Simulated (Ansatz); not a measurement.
Species: dichloro(dimethoxy)silane, C2H6Cl2O2Si, charge 0, multiplicity 1. 
Coordinates optimised at B3LYP-D3(BJ)/def2-TZVP (Ansatz, an electronic-structure program):
```
Si
O 1 1.6100
C 2 1.4269 1 125.49
H 3 1.0882 2 107.39 1 -179.13
H 3 1.0914 4 109.40 2 120.13
H 3 1.0920 4 109.24 5 119.79
O 1 1.6168 2 109.90 3 -60.01
C 7 1.4243 1 126.57 2 177.87
H 8 1.0884 7 107.56 1 -178.70
H 8 1.0919 9 109.32 7 -120.29
H 8 1.0920 9 109.23 10 -119.59
Cl 1 2.0400 2 107.68 3 178.67
Cl 1 2.0591 2 110.84 3 60.32
```
Charge 0, spin multiplicity 1.

Total electronic energies in hartree. Cores are frozen in the correlated levels unless marked. Spin-orbit coupling is left out. Non-relativistic. CBS(X,Y): correlation extrapolated as X^-3; Hartree-Fock from the larger set. [CCSD(T)-MP2]/basis is that difference in the basis named.

```
level                                                                 program  energy (Eh)
-------------------------------------------------------------  --------------  -----------
HF/cc-pV(T+d)Z                                                         Ansatz  -1437.23826
RI-HF/aug-cc-pV(Q+d)Z                                                  Ansatz  -1437.26780
PBE/def2-TZVPD                                                         Ansatz  -1439.69253
PBE0-D3(BJ)/def2-TZVPD                                         Ansatz + dftd3  -1439.82090
r2SCANh/def2-TZVPD                                                     Ansatz            ?
wB97X-V/def2-TZVPD                                                     Ansatz            ?
B2PLYP-D3(BJ)/def2-TZVPD                                       Ansatz + dftd3  -1439.95287
MP2/6-31G                                                              Ansatz  -1437.33014
CCSD/STO-3G                                                            Ansatz  -1421.19048
CCSD/6-31G                                                             Ansatz  -1437.37311
CCSD(T)/6-31G                                                          Ansatz  -1437.38591
CCSD(T)/aug-cc-pV(T+d)Z                                                Ansatz  -1438.69441
CCSD(T)/cc-pVTZ                                                        Ansatz  -1438.64658
RI-MP2/CBS(cc-pV(T+d)Z,cc-pV(Q+d)Z)+[CCSD(T)-MP2]/cc-pV(T+d)Z          Ansatz   -1438.8756
CCSD(T)/CBS(cc-pV(T+d)Z,cc-pV(Q+d)Z)                                   Ansatz   -1438.8710
```

Task: Some entries are withheld; supply them.

Result: 
- r2SCANh/def2-TZVPD, energy (Eh): -1440.27013
- wB97X-V/def2-TZVPD, energy (Eh): -1440.24019
